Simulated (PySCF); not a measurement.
Continuum solvent and chemical shifts

Atoms are numbered as in `[CH2:1]=[CH:2][n:3]1[c:4]([CH3:5])[n:6][n:7][c:8]1[CH3:9]`. Hydrogens are named by the atom that carries them. Ha(C1) is cis to N3; Hb(C1) is trans to N3.

GIAO PBE0/pcSseg-1 in PySCF 2.14 on one PBE0-D3(BJ)/def2-SVP conformer, non-relativistic, equivalent nuclei averaged. Solvents enter as an IEF-PCM continuum (benzene with ε = 2.3, chloroform with ε = 4.7) around the gas-phase geometry. Shifts are referred to TMS computed in the same medium.

Gas phase, δ in ppm: C4/C8 152.2, C2 134.8, C1 105.1, C5/C9 14.4, H(C2) 6.76, Ha(C1) 5.43, Hb(C1) 5.00, H(C5)/H(C9) 2.47. Dipole moment 5.28 D.

(1) How does each δ change in the continuum?

(2) Which of the listed nuclei move most (in ppm), and what does the model miss? (N and O are left out, as their reference compounds move with the solvent too.)

Results:

(1) 
| atoms | environment | Δδ, benzene | Δδ, chloroform |
| --- | --- | --- | --- |
| C4/C8 | substituted aromatic carbon next to a ring nitrogen | +2.5 | +4.1 |
| C2 | alkene CH | +0.5 | +0.8 |
| C1 | terminal =CH2 carbon | +2.3 | +3.7 |
| C5/C9 | methyl carbon on an aromatic ring | +0.3 | +0.5 |
| H(C2) | hydrogen on an alkene CH | +0.14 | +0.23 |
| Ha(C1) | hydrogen on a terminal =CH2 carbon | +0.14 | +0.22 |
| Hb(C1) | hydrogen on a terminal =CH2 carbon | +0.20 | +0.32 |
| H(C5)/H(C9) | hydrogen on a methyl carbon on an aromatic ring | +0.07 | +0.10 |

Changes are relative to the gas phase. The dipole moment becomes 6.18 D in benzene, 6.77 D in chloroform.

(2) C4/C8 (substituted aromatic carbon next to a ring nitrogen, +4.1 ppm) in chloroform. A continuum only polarises the solute; specific hydrogen bonds, the anisotropy of aromatic solvents and changes of geometry or conformer are outside it.
